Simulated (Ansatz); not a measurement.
# BFH2IN: where a starting geometry ends

The starting geometry of this gas-phase triplet was optimised with GFN2-xTB as a singlet; its bonds are those of `NB(F)I`.

```xyz
6

B     0.3115   -0.5849   -0.4140
F     1.4725   -0.8136   -1.0060
I    -1.0245    0.8110   -1.2854
N    -0.0007   -1.2576    0.7491
H    -0.8589   -1.1402    1.2591
H     0.6275   -1.9221    1.1699
```

**Question.** Where would you expect an optimisation with B3LYP-D3(BJ)/def2-SVP to take it?

**Answer.** It falls apart into BFH2N + I. Contacts that open: B1–I3 (2.12 → 3.50 Å).

The energy falls by 2.90 eV over 15 steps:

```json
{"step": "1", "E − E(last) (eV)": "2.900"}
{"step": "3", "E − E(last) (eV)": "1.730"}
{"step": "4", "E − E(last) (eV)": "1.189"}
{"step": "6", "E − E(last) (eV)": "0.636"}
{"step": "7", "E − E(last) (eV)": "0.418"}
{"step": "9", "E − E(last) (eV)": "0.061"}
{"step": "10", "E − E(last) (eV)": "0.012"}
{"step": "12", "E − E(last) (eV)": "0.001"}
{"step": "13", "E − E(last) (eV)": "0.000"}
{"step": "15", "E − E(last) (eV)": "0.000"}
```

Final geometry (Å):

```xyz
6

B     1.1979   -0.3986    0.1726
F     1.9934   -0.9271   -0.7356
I    -1.9423    0.1753   -1.2508
N     0.0265   -1.0524    0.6059
H    -0.5226   -0.7145    1.3884
H    -0.2255   -1.9901    0.2923
```

The end wasn't checked by frequencies. Open shells are spin-unrestricted. The triplet needn't be the ground state. Atoms past krypton carry core potentials, without spin–orbit terms. Run with Ansatz 0.2.0, 3.2 min on 1 thread of Intel(R) Xeon(R) Processor @ 2.50GHz (Skylake/Cascade Lake), with other jobs on the host.
